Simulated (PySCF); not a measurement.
# HBrO: one-bond stretch

Computed with PBE0 in PySCF with Br def2-TZVP, O def2-TZVP, H def2-TZVP; no relativity; density-fitted integrals.

Rigid scan from the singlet minimum (Br–H 1.465 Å, Br–O 1.691 Å; H–Br–O 106.1°). Coordinate: the bond from Br to the last atom (H) scaled, the rest fixed. Energies in kJ/mol from the minimum.

(1) Predict the curve at 0.92, 0.96, 1.00, 1.05, 1.12, 1.20, 1.35, 1.55, 1.80, 2.20.

Answers

(1) 
```json
{"scale of one bond": "0.92", "E (kJ/mol)": "16.2", "dipole size (D)": "3.91"}
{"scale of one bond": "0.96", "E (kJ/mol)": "3.6", "dipole size (D)": "3.88"}
{"scale of one bond": "1.00", "E (kJ/mol)": "0.0", "dipole size (D)": "3.83"}
{"scale of one bond": "1.05", "E (kJ/mol)": "4.5", "dipole size (D)": "3.77"}
{"scale of one bond": "1.12", "E (kJ/mol)": "21.6", "dipole size (D)": "3.65"}
{"scale of one bond": "1.20", "E (kJ/mol)": "49.7", "dipole size (D)": "3.49"}
{"scale of one bond": "1.35", "E (kJ/mol)": "110.1", "dipole size (D)": "3.17"}
{"scale of one bond": "1.55", "E (kJ/mol)": "186.2", "dipole size (D)": "–"}
{"scale of one bond": "1.80", "E (kJ/mol)": "261.8", "dipole size (D)": "–"}
{"scale of one bond": "2.20", "E (kJ/mol)": "340.1", "dipole size (D)": "–"}
```

At long bonds a restricted determinant can lie too high, and another spin state can fall below this curve.

Other isomers or separated fragments may lie lower.
